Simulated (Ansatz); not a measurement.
Total energies of In8N8H22, a nanocrystal cut from wurtzite InN (hydrogen-capped) from Ansatz at PBE0-D4/def2-TZVP, gas phase (1 Eh = 27.2114 eV = 2625.5 kJ/mol). The reference geometry is relaxed at PBE-D4/def2-SVP.

```xyz
38

In    2.540    3.020   -1.377
N     0.351    3.451   -1.777
N     2.229    0.955   -0.584
In    1.077    0.984    1.280
In   -1.226    1.890   -1.481
N    -0.992    1.353    0.626
N     1.053   -1.094    1.979
In    0.080   -1.264    3.983
In   -2.432   -0.209    1.146
N    -1.979   -0.605    3.303
In    1.609   -0.358   -2.198
N    -0.495    0.111   -2.481
N     1.474   -2.367   -1.216
In    0.294   -2.649    0.668
In   -1.849   -1.655   -2.170
N    -1.657   -1.913    0.054
H     2.977    4.071   -0.058
H     3.239    2.882   -2.971
H     0.081    4.270   -1.209
H     0.273    3.787   -2.749
H     3.178    0.646   -0.308
H     1.607    2.153    2.458
H    -2.770    2.538   -1.962
H    -1.298    2.189    1.153
H     2.045   -1.327    2.161
H     0.657    0.025    5.003
H    -0.119   -2.962    4.339
H    -4.119    0.188    0.979
H    -2.228    0.247    3.829
H    -2.656   -1.309    3.634
H     2.605   -0.465   -3.621
H    -0.606    0.297   -3.492
H     2.426   -2.737   -1.074
H     1.047   -2.998   -1.915
H     0.399   -4.307    1.186
H    -3.482   -1.122   -2.493
H    -1.015   -3.029   -2.885
H    -2.319   -2.686    0.241
```

```csv
state,geometry,energy (Eh)
charge 0 singlet,reference,-1972.33316
charge 1 doublet,reference,-1972.02501
charge -1 doublet,reference,-1972.34182
free In atom (doublet),–,-190.11398
free N atom (quartet),–,-54.54382
free H atom (doublet),–,-0.50104
```

In the def2 sets In takes a core potential; there is no spin–orbit coupling. Single mean-field runs in def2-TZVP are fitted with def2-universal-jkfit.

Q: Work out the vertical ionisation energy to the doublet.

A: E(charge 1 doublet) − E(charge 0 singlet) = -1972.02501 − (-1972.33316) = 0.30815 Eh = 8.39 eV. For comparison, −ε of the highest occupied level is 7.22 eV at this level, 1.17 eV less.

Q: Work out the vertical electron affinity, to the doublet.

A: E(charge 0 singlet) − E(charge -1 doublet) = -1972.33316 − (-1972.34182) = 0.00866 Eh = 0.24 eV. The basis lacks diffuse functions, which makes affinities too small.

Q: Give the fundamental gap IE − EA, the Mulliken electronegativity (IE + EA)/2 and the hardness (IE − EA)/2.

A: From the values in Eh: IE − EA = 0.30815 − 0.00866 = 0.29949 Eh = 8.15 eV; (IE + EA)/2 = 4.31 eV; (IE − EA)/2 = 4.07 eV. The HOMO–LUMO gap of the same run is 6.02 eV, 2.13 eV smaller than the fundamental gap.

Q: What is the binding energy per atom against free atoms?

A: Atoms: 8 × (-190.11398) + 8 × (-54.54382) + 22 × (-0.50104) = -1968.28528 Eh. Binding: -1968.28528 − (-1972.33316) = 4.04788 Eh = 110.15 eV, or 2.90 eV for each of 38 atoms (no zero-point energy, no counterpoise term).

At PBE0-D4/def2-TZVP the highest occupied level of the charge -1 doublet lies above zero (up to 0.84 eV). By energy differences its removal costs 0.24 eV (vertical, to the charge 0 singlet, at PBE0-D4/def2-TZVP); self-interaction error and the lack of diffuse functions both raise the level.
